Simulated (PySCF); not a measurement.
# Peak assignment

Mapped SMILES: `[CH2:1]=[CH:2][C@H:3]([C:4]#[C:5][CH3:6])[C:7](=[O:8])[OH:9]`. Hydrogens are named by the atom that carries them. Ha(C1) is cis to C3; Hb(C1) is trans to C3.

PySCF calculation with shieldings: GIAO PBE0/pcSseg-1 and geometry: GFN2-xTB; one conformer, no solvent model, relativity neglected, averaged over atoms made equivalent by symmetry, fast rotation or ring inversion.

δ = σ(ref) − σ, references computed at the same level: TMS for $^{13}$C (σref 186.93) and $^{1}$H (σref 31.72).

(1) Assign these signals to the numbered atoms. $^{13}$C{$^{1}$H} NMR (computed): δ 174.8, 144.1, 123.0, 88.2, 81.6, 43.9, 4.7.

(2) Assign these signals to the numbered atoms. $^{1}$H NMR (400 MHz, computed): δ 6.49 (m, 1H), 6.02 (br s, 1H), 5.44 (m, 1H), 5.40 (m, 1H), 3.87 (d, 1H), 2.01 (s, 3H).

Answers

(1) 
```tsv
δ (ppm)	atoms	environment	reason
174.8	C7	carboxylic acid carbon	lone-pair donation from the attached heteroatom keeps it upfield of a ketone carbonyl
144.1	C2	alkene CH	as expected for a trigonal carbon in a double bond
123.0	C1	terminal =CH2 carbon	the olefinic region
88.2	C5	alkyne carbon	sp carbons lie upfield of alkene carbons because the cylindrical π system leaves one tensor component strongly shielded
81.6	C4	alkyne carbon	–
43.9	C3	sp3 CH α to a carbonyl	the adjacent C=O deshields it moderately
4.7	C6	propargylic methyl carbon	saturated and bonded to C and H only
```

(2) 
| δ (ppm) | atoms | environment | reason |
| --- | --- | --- | --- |
| 6.49 | H(C2) | hydrogen on an alkene CH | attached to an sp2 carbon and in the plane of the double bond |
| 6.02 | H(O9) | hydrogen on an acid hydroxyl oxygen | exchangeable, gas-phase position |
| 5.44 | Hb(C1) | hydrogen on a terminal =CH2 carbon | attached to an sp2 carbon and in the plane of the double bond |
| 5.40 | Ha(C1) | hydrogen on a terminal =CH2 carbon | – |
| 3.87 | H(C3) | hydrogen on an sp3 CH α to a carbonyl | – |
| 2.01 | H(C6) | hydrogen on a propargylic methyl carbon | – |

Hb(C1) and Ha(C1) lie closer than the usual error of such a calculation, so a measured spectrum could show them in the other order.

Exchangeable OH/NH protons stand at their gas-phase positions; hydrogen bonding in a real sample shifts them, mostly to higher δ. Shifts are as computed. Against solution values, carbons near 30 ppm lie about +3 ppm off and those near 130 ppm about +5 ppm. Of 1211 compounds with measured shifts, 218 miss one by over three times the rms of a fit or turn the order of signals round; such compounds aren't used in these exercises. Hydrogen bonding in solution deshields acid and N–H amide carbonyl carbons by as much as 10 ppm beyond these values. No couplings were computed; multiplicities are counted from neighbouring protons, with m where these are inequivalent, close in shift, in a saturated or five-membered ring or joined by F or P, and br s for small geminal =CH2 splittings.
